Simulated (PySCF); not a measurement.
Cl$_{4}$V, doublet, at a GFN2-xTB geometry (such geometries of metal compounds can be far from the true shape). Base run: DF-HF/6-31G* run with PySCF.

The PySCF input:
```python
from pyscf import gto, scf

mol = gto.M(
    atom='''
V     0.000000    0.000000    0.000000
Cl    1.686409   -0.390500   -1.074302
Cl    0.631816    0.306880    1.912386
Cl   -0.909466    1.550367   -0.959074
Cl   -1.408760   -1.466747    0.120989
''',
    basis='6-31g*',
    charge=0,
    spin=1,
    verbose=5,
)

mf = scf.UHF(mol)
mf = mf.density_fit(auxbasis='def2-universal-jkfit')
mf.kernel()
mf.analyze()
```

Variants of this job, named by their change:

| change | basis functions | E (Eh) | HOMO (eV) |
|---|---|---|---|
| base | 106 | -2780.82075 | -12.72 |
| basis = LANL2DZ | 54 | -129.55159 | -13.06 |
| basis = pcseg-0 | 76 | -2776.73321 | -12.87 |
| basis = 3-21G | 79 | -2767.55613 | -13.18 |
| basis = def2-SVP | 103 | -2780.27934 | -12.49 |
| basis = 6-31G** | 106 | -2780.82075 | -12.72 |
| basis = cc-pVDZ | 115 | -2781.03148 | -12.61 |
| basis = cc-pV(D+d)Z | 135 | -2781.03592 | -12.59 |
| basis = aug-pcseg-1 | 155 | -2780.72826 | -12.55 |
| basis = aug-cc-pVDZ | 167 | -2781.05140 | -12.56 |
| basis = pc-2 | 192 | -2781.06420 | -12.61 |
| basis = cc-pV(T+d)Z | 224 | -2781.11378 | -12.55 |
| basis = def2-TZVPD | 232 | -2781.05561 | -12.54 |

Totals compare only among sets that treat the same electrons; sets with core potentials leave the core out.

Open shells are given as the SCF converged; they aren't shown to be the lowest states, and a large step between rows can be another state.
